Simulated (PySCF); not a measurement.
Shapes and spin states of NbCl3

All numbers come from PySCF, PBE0, basis Nb def2-SVP with ECP28, Cl def2-SVP (scalar-relativistic core potentials, no spin–orbit coupling, density fitting).

Relaxations began from a few typed shapes and spin states; open shells are unrestricted. The search is not exhaustive: other isomers or separated fragments can lie lower, and high-lying points may rest on an excited occupation.

| spin | group | bonds | angles | imaginary modes (cm⁻¹) | ΔE (kJ/mol) | ΔE with ZPE (kJ/mol) |
| --- | --- | --- | --- | --- | --- | --- |
| triplet | C2v | Nb–Cl 2.276 Å, Nb–Cl 2.293 Å (×2) | Cl–Nb–Cl 109.0°, Cl–Nb–Cl 125.5° (×2) | none | 0.0 | 0.0 |
| singlet | D3h | Nb–Cl 2.250 Å (×3) | Cl–Nb–Cl 120.0° (×3) | none | 53.7 | 54.6 |

The lowest minimum found is the triplet C2v: Nb–Cl 2.276 Å, Nb–Cl 2.293 Å (×2); Cl–Nb–Cl 109.0°, Cl–Nb–Cl 125.5° (×2).

Formally Nb is in oxidation state +3, d2, with 2 unpaired electrons (the high-spin count). The Mulliken spin on Nb is 2.07. The polar-tensor charge on Nb, 1.80, is far below the formal one.

For the lowest minimum: with open d or f shells other occupations or spin states may lie lower.
